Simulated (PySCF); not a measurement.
Atoms are numbered as in `[F:1][C:2]([F:3])([F:4])[SiH2:5][Cl:6]` (H(Xn): hydrogen on atom n).

Theoretical values (PySCF): structure optimised with PBE0-D3(BJ)/def2-SVP, shielding tensors at HF/pcSseg-2 (GIAO). Isolated molecule, fast rotation and ring inversion assumed for equivalent nuclei, non-relativistic, a single conformation.

Referencing at the same level of theory: TMS for 13C (σ = 191.47 ppm) and 1H (σ = 31.68 ppm) and 29Si (σ = 382.96 ppm); 19F (σ = 245.28 ppm) against CFCl3; 35Cl (σ = 944.88 ppm) vs HCl.

| atoms | nucleus | count | δ (ppm) |
| --- | --- | --- | --- |
| F1/F3/F4 | 19F | 3 | -54.1 |
| C2 | 13C | 1 | ? |
| H(Si5) | 1H | 2 | ? |
| Si5 | 29Si | 1 | -28.8 |
| Cl6 | 35Cl | 1 | -88 |

Q: Estimate the values marked ?.

A: 
- C2: 117.4 ppm, CF3 carbon; 3 electronegative neighbours deshield it
- H(Si5): 4.72 ppm, hydrogen on a silicon bonded to C, Cl

Shifts are as computed, not scaled to solution data. Of 1211 compounds with measured shifts, 218 miss one by over three times the rms of a fit or turn the order of signals round; such compounds aren't used in these exercises. Unscaled 19F shifts against computed CFCl3 carry errors that often reach 10 to 50 ppm.
